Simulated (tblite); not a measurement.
Record of a relaxation.

Species: C₅H₆N₃ (doublet state).
Numbering: `[H]/[N:6]=[C:5]/[C:4](=[CH:3]\[C:2]#[N:1])[CH2:7][NH2:8]` (hydrogens: H9 on C3; H10 on N6; H11, H12 on C7; H13, H14 on N8)
Bond orders are those of one Lewis drawing.

Computed with GFN2-xTB (tblite), gas phase: L-BFGS steps from a force-field or distance-geometry start until the largest atomic force falls under 0.01 eV/Å. 10 of its 117 geometries are shown.

Step 0: E = -607.3555 eV, largest atomic force 4.820 eV/Å
```
atom  x, y, z in Å  |  force x, y, z in eV/Å
N1     -2.934   -2.274    0.238    0.967   0.379  -0.362
C2     -1.895   -1.894   -0.090    0.402  -0.251   0.015
C3     -0.580   -1.428   -0.469   -1.434  -1.378   0.072
C4     -0.257   -0.157   -0.271   -0.923   0.215  -0.006
C5     -1.253    0.687    0.379    2.215   4.280   0.099
N6     -0.931    1.937    0.579   -2.316  -2.935   0.182
C7      1.091    0.313   -0.676    0.796   0.908   0.504
N8      1.786    0.799    0.534    0.251  -1.216   1.562
H9      0.143   -2.081   -0.942   -0.411  -0.352   0.047
H10    -1.611    2.586    1.037    0.781  -0.821  -0.553
H11     1.026    1.182   -1.367   -0.012  -0.535   0.171
H12     1.720   -0.502   -1.083   -0.600   0.373  -0.355
H13     1.138    0.717    1.379    1.044   0.364  -1.395
H14     2.556    0.114    0.730   -0.758   0.966   0.018
```

Step 13: E = -608.4369 eV, largest atomic force 0.822 eV/Å
```
atom  x, y, z in Å  |  force x, y, z in eV/Å
N1     -2.954   -2.338    0.245    0.110   0.096  -0.062
C2     -1.918   -1.953   -0.097    0.227  -0.046  -0.044
C3     -0.662   -1.510   -0.491   -0.253  -0.231   0.088
C4     -0.266   -0.188   -0.298    0.056   0.634   0.026
C5     -0.982    0.842    0.200    0.191  -0.138  -0.309
N6     -1.109    1.909    0.736   -0.174  -0.298   0.746
C7      1.146    0.327   -0.654   -0.181  -0.054   0.263
N8      1.872    0.734    0.547    0.218   0.039  -0.017
H9      0.012   -2.238   -0.941   -0.188   0.303   0.164
H10    -1.716    2.650    1.016    0.036  -0.135  -0.527
H11     1.042    1.242   -1.269    0.102  -0.440  -0.044
H12     1.661   -0.476   -1.210   -0.039   0.499   0.204
H13     1.267    0.894    1.347   -0.013   0.032  -0.312
H14     2.606    0.106    0.846   -0.091  -0.258  -0.176
```

Step 26: E = -608.8619 eV, largest atomic force 0.293 eV/Å
```
atom  x, y, z in Å  |  force x, y, z in eV/Å
N1     -2.937   -2.312    0.220    0.071   0.087   0.004
C2     -1.903   -1.893   -0.085   -0.197  -0.142  -0.008
C3     -0.666   -1.433   -0.480    0.089   0.025   0.069
C4     -0.240   -0.119   -0.269   -0.014  -0.197  -0.006
C5     -0.934    0.854    0.315   -0.213   0.155   0.063
N6     -1.293    1.751    1.040   -0.024   0.137  -0.165
C7      1.159    0.339   -0.657    0.273   0.009   0.106
N8      1.974    0.695    0.493    0.161  -0.041   0.098
H9      0.010   -2.151   -0.920   -0.015   0.048  -0.077
H10    -1.810    2.568    0.734   -0.079  -0.128   0.135
H11     1.100    1.208   -1.324   -0.064   0.082   0.110
H12     1.656   -0.454   -1.212    0.056  -0.125  -0.078
H13     1.405    1.049    1.257    0.005   0.178  -0.169
H14     2.478   -0.102    0.865   -0.048  -0.089  -0.081
```

Step 39: E = -608.9779 eV, largest atomic force 0.248 eV/Å
```
atom  x, y, z in Å  |  force x, y, z in eV/Å
N1     -2.946   -2.226    0.206   -0.123  -0.033   0.079
C2     -1.888   -1.858   -0.073    0.137  -0.039  -0.110
C3     -0.632   -1.417   -0.439   -0.098   0.033  -0.016
C4     -0.208   -0.107   -0.203    0.166   0.174  -0.059
C5     -0.949    0.858    0.347   -0.006  -0.146  -0.025
N6     -1.420    1.727    1.040    0.043  -0.108  -0.012
C7      1.204    0.319   -0.642   -0.086   0.035  -0.036
N8      2.114    0.569    0.449    0.032   0.002  -0.031
H9      0.017   -2.082   -0.989   -0.060  -0.054   0.107
H10    -2.071    2.432    0.732   -0.048   0.077   0.010
H11     1.121    1.232   -1.241    0.097  -0.008   0.036
H12     1.627   -0.471   -1.272   -0.044   0.083   0.078
H13     1.758    1.293    1.066    0.034  -0.037  -0.027
H14     2.274   -0.270    0.995   -0.042   0.022   0.004
```

Step 52: E = -608.9921 eV, largest atomic force 0.054 eV/Å
```
atom  x, y, z in Å  |  force x, y, z in eV/Å
N1     -2.943   -2.216    0.224    0.010   0.020  -0.002
C2     -1.893   -1.841   -0.081   -0.020  -0.017   0.008
C3     -0.640   -1.400   -0.453    0.016   0.002   0.028
C4     -0.200   -0.088   -0.231   -0.028  -0.013   0.021
C5     -0.962    0.856    0.326    0.020   0.021  -0.018
N6     -1.452    1.696    1.039   -0.024  -0.009  -0.019
C7      1.214    0.328   -0.648    0.004   0.025  -0.017
N8      2.133    0.538    0.444    0.008  -0.003  -0.006
H9      0.016   -2.106   -0.939    0.006   0.008   0.004
H10    -2.118    2.404    0.760    0.022  -0.030   0.013
H11     1.167    1.256   -1.224    0.005   0.039  -0.037
H12     1.623   -0.455   -1.292    0.006  -0.009   0.010
H13     1.841    1.314    1.028   -0.005  -0.021   0.017
H14     2.215   -0.288    1.025   -0.019  -0.013  -0.001
```

Step 64: E = -608.9942 eV, largest atomic force 0.016 eV/Å
```
atom  x, y, z in Å  |  force x, y, z in eV/Å
N1     -2.940   -2.192    0.231   -0.004  -0.003   0.009
C2     -1.883   -1.833   -0.069   -0.004   0.012  -0.001
C3     -0.628   -1.397   -0.439    0.002  -0.005   0.004
C4     -0.196   -0.077   -0.244    0.005  -0.001  -0.004
C5     -0.962    0.866    0.306   -0.001  -0.007  -0.001
N6     -1.459    1.689    1.035   -0.001   0.000  -0.005
C7      1.218    0.335   -0.663    0.000   0.007   0.005
N8      2.128    0.525    0.443    0.000  -0.007   0.006
H9      0.035   -2.108   -0.908    0.005   0.000  -0.004
H10    -2.139    2.389    0.775   -0.008   0.003  -0.008
H11     1.182    1.268   -1.233   -0.003   0.003   0.000
H12     1.627   -0.448   -1.306   -0.007   0.013   0.001
H13     1.833    1.294    1.035    0.002  -0.007  -0.002
H14     2.182   -0.310    1.015    0.014  -0.008  -0.001
```

Step 77: E = -608.9969 eV, largest atomic force 0.070 eV/Å
```
atom  x, y, z in Å  |  force x, y, z in eV/Å
N1     -2.928   -2.132    0.292    0.019  -0.016  -0.006
C2     -1.866   -1.806   -0.030   -0.025  -0.015   0.002
C3     -0.609   -1.391   -0.418    0.012  -0.001   0.004
C4     -0.189   -0.063   -0.250    0.015  -0.019  -0.017
C5     -0.983    0.870    0.277   -0.002   0.059   0.038
N6     -1.520    1.683    0.987    0.018  -0.007  -0.013
C7      1.222    0.362   -0.663    0.017  -0.002   0.001
N8      2.148    0.481    0.440   -0.006  -0.006  -0.012
H9      0.055   -2.110   -0.870    0.002  -0.007  -0.003
H10    -2.217    2.357    0.707   -0.021   0.017  -0.008
H11     1.186    1.327   -1.177   -0.006   0.002   0.008
H12     1.620   -0.384   -1.356   -0.019   0.007   0.004
H13     1.855    1.201    1.091    0.000  -0.006  -0.003
H14     2.224   -0.394    0.948   -0.004  -0.006   0.006
```

Step 90: E = -609.0001 eV, largest atomic force 0.053 eV/Å
```
atom  x, y, z in Å  |  force x, y, z in eV/Å
N1     -2.885   -2.157    0.355    0.050   0.017   0.002
C2     -1.834   -1.796    0.036   -0.024  -0.023  -0.017
C3     -0.587   -1.360   -0.362    0.018  -0.009  -0.008
C4     -0.188   -0.018   -0.248   -0.017  -0.032   0.009
C5     -1.004    0.912    0.247   -0.010   0.030  -0.011
N6     -1.597    1.727    0.908   -0.002   0.001   0.009
C7      1.222    0.406   -0.660   -0.003  -0.008  -0.002
N8      2.173    0.386    0.427    0.003   0.015   0.006
H9      0.090   -2.080   -0.793    0.017  -0.016  -0.003
H10    -2.325    2.346    0.583    0.004   0.034  -0.002
H11     1.202    1.419   -1.070   -0.010   0.004   0.003
H12     1.584   -0.276   -1.435   -0.032  -0.002  -0.005
H13     1.901    1.032    1.159    0.019   0.002   0.010
H14     2.247   -0.540    0.832   -0.013  -0.012   0.007
```

Step 103: E = -609.0045 eV, largest atomic force 0.053 eV/Å
```
atom  x, y, z in Å  |  force x, y, z in eV/Å
N1     -2.824   -2.235    0.398   -0.022  -0.001   0.002
C2     -1.793   -1.828    0.069    0.026   0.002  -0.001
C3     -0.564   -1.344   -0.327    0.009  -0.009   0.009
C4     -0.212    0.011   -0.233    0.009  -0.004   0.003
C5     -1.045    0.950    0.215    0.006  -0.044  -0.019
N6     -1.647    1.788    0.838   -0.011   0.045   0.026
C7      1.199    0.442   -0.640   -0.001   0.007  -0.003
N8      2.181    0.300    0.409   -0.007  -0.015  -0.016
H9      0.151   -2.045   -0.731   -0.015  -0.004  -0.001
H10    -2.354    2.417    0.483    0.017  -0.013  -0.008
H11     1.192    1.486   -0.959    0.004   0.011   0.007
H12     1.518   -0.179   -1.482    0.004   0.013  -0.014
H13     1.967    0.895    1.201   -0.013   0.017   0.008
H14     2.229   -0.659    0.737   -0.008  -0.003   0.008
```

Step 116: E = -609.0055 eV, largest atomic force 0.009 eV/Å
```
atom  x, y, z in Å  |  force x, y, z in eV/Å
N1     -2.813   -2.244    0.410   -0.006  -0.001   0.003
C2     -1.782   -1.837    0.082    0.006  -0.002  -0.003
C3     -0.554   -1.350   -0.316   -0.004  -0.001   0.001
C4     -0.215    0.009   -0.232    0.000  -0.002   0.000
C5     -1.051    0.948    0.209    0.000  -0.001   0.003
N6     -1.641    1.804    0.820   -0.002   0.003   0.000
C7      1.192    0.455   -0.637   -0.001  -0.002  -0.001
N8      2.176    0.281    0.405   -0.001  -0.002   0.005
H9      0.163   -2.050   -0.718    0.001   0.002  -0.001
H10    -2.343    2.429    0.452   -0.001   0.003   0.001
H11     1.181    1.510   -0.920    0.000  -0.001  -0.004
H12     1.506   -0.136   -1.501    0.007   0.004  -0.003
H13     1.969    0.865    1.207    0.001  -0.003  -0.001
H14     2.211   -0.684    0.716    0.000   0.003   0.000
```

Problem. Summarise the path.

Solution. The energy falls by 159.21 kJ/mol from step 0 to step 116; nine tenths of that is first reached at step 25. It rises by more than 0.2 meV at step 6. The largest force goes from 4.820 to 0.009 eV/Å. Among the bonds C4–C5 changes most, from 1.459 to 1.332 Å; the atoms move by 0.564 Å rms after alignment.

What follows is the cost of the whole relaxation. The run took 0.69 s on an AMD EPYC 7B13 with one thread (shared host).
